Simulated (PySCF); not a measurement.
C2H6OSi, SMILES C[SiH2]C=O.

Coordinates come from a PBE-D3(BJ)/def2-SVP optimisation. The geometry has at least one imaginary mode, so it is a saddle point at that level. The values are those of a single conformer.

Computed with PBE-D3(BJ)/def2-SVP (PySCF).

Frequencies are harmonic and unscaled.

```tsv
mode	ν (cm⁻¹)	IR (km/mol)	moving atoms (share of kinetic energy)
1	31i	3.9	H 69 %, O 17 %, C 13 %
2	128	2.1	H 69 %, C 19 %
3	133	6.6	C 35 %, O 35 %, H 22 %
4	379	11.8	O 36 %, Si 33 %, C 16 %, H 15 %
5	399	9.7	H 88 %, Si 11 %
6	543	1.4	H 98 %
7	565	38.3	H 43 %, C 43 %, Si 12 %
8	672	0.3	C 47 %, H 41 %, Si 11 %
9	752	27.8	H 44 %, C 34 %, Si 20 %
10	847	36.6	H 74 %, C 19 %
11	857	140.2	H 71 %, Si 18 %, C 11 %
12	881	7.6	H 61 %, C 35 %
13	901	65.2	H 95 %
14	1218	17.4	H 79 %, C 21 %
15	1339	20.0	H 83 %, C 11 %
16	1378	5.4	H 96 %
17	1379	5.2	H 96 %
18	1729	110.9	C 57 %, O 42 %
19	2140	73.3	H 98 %
20	2146	108.1	H 96 %
21	2696	213.4	H 93 %
22	2986	1.0	H 97 %
23	3087	0.7	H 91 %, C 9 %
24	3093	0.7	H 91 %, C 9 %
```
